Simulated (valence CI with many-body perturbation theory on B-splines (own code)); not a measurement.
**E1 line list for Ce XLIV**

Calculated by relativistic CI+MBPT: five valence electrons over a frozen Dirac-Fock core [Ne], a basis of 11 s, 11 p, 10 d, 8 f, 5 g, 2 h functions for each j, with the one-electron correlation potential Σ1, the two-electron term Σ2, the three-electron term Σ3, Breit, model QED; selected CI, second order for the rest, scaled by the run's own slope (own B-spline code, finite nucleus).

The last digits are not significant, and no measured levels were compared; by estimate large intervals hold to a few tenths of a per cent, small ones and those within an open d or f shell to about a per cent. Among the levels kept, up to 3200 cm⁻¹ of a level comes from second order outside the variational space, and about a tenth of that is noise between levels of different J, which matters for small intervals.

Lines 201 to 250 of 564 in falling wavelength, among levels below 654.29 eV, chosen from the strongest by gf and those to the six lowest levels. Wavelengths and rates use the calculated energies. Electric multipoles are in the length gauge, E1 and E2 with the static RPA response of the core. Weak lines are less certain than strong ones. Lines between different terms over intervals too small for the method are left out, as are lines whose strength nearly cancels. Where a level lies close to another of its J and parity, the split of strength between their lines is uncertain. The highest levels of a list are the least certain.

Levels are named by their leading jj configuration (3d3/2^4 stands for four electrons in 3d with j = 3/2), which in mixed levels can hold well under half, so a name can repeat and another be missing. Letters in brackets count levels of one name in rising energy.

```csv
λ vac (Å),Upper,Lower,A (s⁻¹),log gf,Branch %
55.22,(3s^2 3p3/2 3d3/2 3d5/2) J=3/2 [c],(3s^2 3p3/2^2 3d3/2) J=1/2,2.74e+11,-0.30,23.5
55.18,(3s 3p1/2^2 3d3/2 3d5/2) J=7/2 [b],(3s 3p1/2^2 3p3/2 3d3/2) J=5/2 [a],1.47e+10,-1.27,12.1
55.18,(3s^2 3p3/2 3d3/2 3d5/2) J=3/2 [c],(3s^2 3p3/2^2 3d3/2) J=3/2 [a],2.91e+10,-1.28,2.5
54.94,(3s 3p1/2^2 3d5/2^2) J=1/2,(3s 3p1/2^2 3p3/2 3d5/2) J=3/2 [a],5.96e+10,-1.27,22.7
54.87,(3s^2 3p1/2 3p3/2 3d5/2) J=1/2,(3s^2 3p1/2 3p3/2^2) J=3/2,7.83e+10,-1.15,39.3
54.84,(3s 3p1/2 3p3/2^2 3d5/2) J=9/2 [a],(3s^2 3p1/2 3p3/2 3d3/2) J=7/2,4.66e+10,-0.68,65.1
54.79,(3s^2 3p3/2 3d3/2 3d5/2) J=1/2 [b],(3s^2 3p3/2^2 3d5/2) J=1/2,1.17e+11,-0.98,15.2
54.77,(3s^2 3p1/2 3d5/2^2) J=1/2,(3s^2 3p1/2 3p3/2 3d5/2) J=1/2,8.80e+10,-1.10,14.8
54.66,(3s 3p1/2^2 3p3/2 3d5/2) J=5/2 [b],(3s 3p1/2^2 3p3/2^2) J=5/2,4.15e+10,-0.95,14.2
54.60,(3s^2 3p3/2 3d3/2 3d5/2) J=5/2 [d],(3s^2 3p3/2^2 3d3/2) J=3/2 [a],1.02e+11,-0.56,13.1
54.55,(3s 3p1/2 3p3/2^2 3d5/2) J=5/2 [e],(3s 3p1/2 3p3/2^3) J=3/2 [a],1.08e+11,-0.54,20.2
54.50,(3s 3p1/2 3p3/2^2 3d3/2) J=3/2 [b],(3s^2 3p1/2 3p3/2 3d3/2) J=1/2 [a],8.33e+10,-0.83,17.5
54.49,(3s^2 3p3/2 3d3/2 3d5/2) J=5/2 [d],(3s^2 3p3/2^2 3d3/2) J=7/2,5.13e+10,-0.86,6.6
54.39,(3s 3p1/2 3p3/2^2 3d3/2) J=3/2 [b],(3s^2 3p1/2 3p3/2 3d3/2) J=3/2 [a],1.38e+11,-0.61,29.1
54.36,(3s^2 3p1/2 3d5/2^2) J=1/2,(3s^2 3p1/2 3p3/2 3d5/2) J=3/2 [b],1.99e+11,-0.75,33.5
54.32,(3s 3p1/2 3p3/2^2 3d3/2) J=1/2 [a],(3s^2 3p1/2 3p3/2 3d3/2) J=1/2 [a],2.91e+11,-0.59,84.8
54.28,(3s 3p1/2 3p3/2^2 3d5/2) J=3/2 [b],(3s^2 3p1/2 3p3/2 3d5/2) J=3/2 [b],7.63e+10,-0.87,14.2
54.26,(3s 3p1/2^2 3p3/2 3d5/2) J=3/2 [b],(3s 3p1/2^2 3p3/2^2) J=5/2,4.40e+10,-1.11,16.3
54.21,(3s 3p1/2 3p3/2^2 3d3/2) J=5/2 [c],(3s^2 3p1/2 3p3/2 3d5/2) J=3/2 [a],2.13e+10,-1.25,4.7
54.17,(3s 3p1/2 3p3/2^3) J=3/2 [a],(3s^2 3p1/2 3p3/2^2) J=5/2,2.52e+10,-1.35,8.8
54.17,(3s 3p1/2 3p3/2^2 3d5/2) J=5/2 [c],(3s^2 3p1/2 3p3/2 3d5/2) J=3/2 [b],2.20e+10,-1.24,4.9
54.12,(3s 3p1/2 3p3/2^2 3d5/2) J=7/2 [c],(3s^2 3p1/2 3p3/2 3d5/2) J=5/2 [b],1.96e+11,-0.16,50.2
54.12,(3s 3p3/2^3 3d3/2) J=3/2,(3s^2 3p3/2^2 3d5/2) J=1/2,6.16e+10,-0.97,8.7
54.11,(3s 3p1/2 3p3/2^2 3d3/2) J=7/2 [c],(3s^2 3p1/2 3p3/2 3d5/2) J=5/2 [a],3.46e+10,-0.92,4.6
54.08,(3s 3p1/2 3p3/2 3d3/2^2) J=1/2,(3s 3p1/2^2 3p3/2 3d3/2) J=1/2 [b],7.25e+10,-1.20,36.0
54.06,(3s 3p1/2 3p3/2^2 3d5/2) J=9/2 [d],(3s^2 3p1/2 3p3/2 3d5/2) J=9/2,1.12e+11,-0.31,49.9
54.02,(3s^2 3p1/2 3d5/2^2) J=7/2,(3s^2 3p1/2 3p3/2 3d3/2) J=5/2 [b],4.90e+10,-0.77,12.9
53.89,(3s 3p1/2 3p3/2^2 3d3/2) J=7/2 [a],(3s^2 3p1/2 3p3/2 3d3/2) J=5/2 [a],8.68e+10,-0.52,71.9
53.82,(3s 3p1/2^2 3p3/2 3d5/2) J=3/2 [a],(3s^2 3p1/2^2 3d5/2) J=5/2,3.05e+10,-1.28,37.4
53.68,(3s 3p1/2 3p3/2^2 3d5/2) J=1/2 [c],(3s 3p1/2 3p3/2^3) J=3/2 [a],6.20e+10,-1.27,10.8
53.52,(3p1/2^2 3p3/2^2 3d3/2) J=3/2,(3s 3p1/2^2 3p3/2 3d3/2) J=3/2 [b],7.64e+10,-0.88,42.0
53.50,(3s 3p1/2 3p3/2^2 3d5/2) J=3/2 [b],(3s^2 3p1/2 3p3/2 3d5/2) J=5/2 [b],4.12e+10,-1.15,7.7
53.46,(3s 3p1/2 3p3/2^2 3d5/2) J=9/2 [e],(3s^2 3p1/2 3p3/2 3d5/2) J=7/2 [b],1.24e+11,-0.27,40.6
53.46,(3s 3p3/2^3 3d3/2) J=1/2,(3s^2 3p3/2^2 3d3/2) J=1/2,6.12e+10,-1.28,5.7
53.42,(3s 3p3/2^3 3d3/2) J=1/2,(3s^2 3p3/2^2 3d3/2) J=3/2 [a],2.52e+11,-0.67,23.6
53.40,(3s 3p1/2 3p3/2^2 3d5/2) J=5/2 [c],(3s^2 3p1/2 3p3/2 3d5/2) J=5/2 [b],9.86e+10,-0.60,21.8
53.32,(3s 3p1/2^2 3p3/2 3d5/2) J=7/2 [a],(3s^2 3p1/2^2 3d5/2) J=5/2,2.13e+10,-1.14,18.5
53.24,(3s 3p1/2 3p3/2^2 3d5/2) J=9/2 [b],(3s^2 3p1/2 3p3/2 3d3/2) J=7/2,8.88e+10,-0.42,63.7
53.23,(3s 3p1/2 3p3/2^2 3d5/2) J=3/2 [d],(3s 3p1/2 3p3/2^3) J=3/2 [a],6.16e+10,-0.98,8.4
53.17,(3s^2 3p3/2 3d5/2^2) J=7/2 [b],(3s^2 3p3/2^2 3d5/2) J=7/2,7.19e+10,-0.61,11.4
53.16,(3s^2 3p1/2 3d5/2^2) J=7/2,(3s^2 3p1/2 3p3/2 3d5/2) J=7/2 [a],1.82e+11,-0.21,48.1
53.12,(3s 3p1/2 3p3/2^2 3d5/2) J=5/2 [a],(3s^2 3p1/2 3p3/2 3d3/2) J=3/2 [b],2.79e+10,-1.15,9.3
53.07,(3s 3p1/2 3p3/2^2 3d5/2) J=9/2 [c],(3s^2 3p1/2 3p3/2 3d3/2) J=7/2,7.30e+10,-0.51,53.0
53.03,(3s 3p1/2 3p3/2^2 3d5/2) J=1/2 [b],(3s^2 3p1/2 3p3/2 3d5/2) J=3/2 [a],1.63e+11,-0.86,67.0
53.01,(3s 3p1/2 3p3/2^2 3d3/2) J=7/2 [c],(3s^2 3p1/2 3p3/2 3d3/2) J=5/2 [b],1.72e+11,-0.24,23.2
52.97,(3s 3p1/2 3p3/2^2 3d5/2) J=5/2 [d],(3s^2 3p1/2 3p3/2 3d5/2) J=3/2 [b],9.89e+10,-0.60,44.1
52.89,(3s^2 3p3/2 3d3/2 3d5/2) J=1/2 [b],(3s^2 3p3/2^2 3d3/2) J=1/2,1.95e+11,-0.79,25.2
52.81,(3s 3p1/2 3p3/2^2 3d5/2) J=5/2 [a],(3s^2 3p1/2 3p3/2 3d5/2) J=5/2 [a],2.07e+10,-1.28,6.9
52.56,(3p1/2^2 3p3/2^2 3d3/2) J=7/2,(3s 3p1/2^2 3p3/2 3d3/2) J=5/2 [b],2.15e+11,-0.15,50.5
52.55,(3s 3p1/2 3p3/2^2 3d5/2) J=3/2 [c],(3s^2 3p1/2 3p3/2 3d5/2) J=1/2,1.51e+11,-0.60,35.8
```
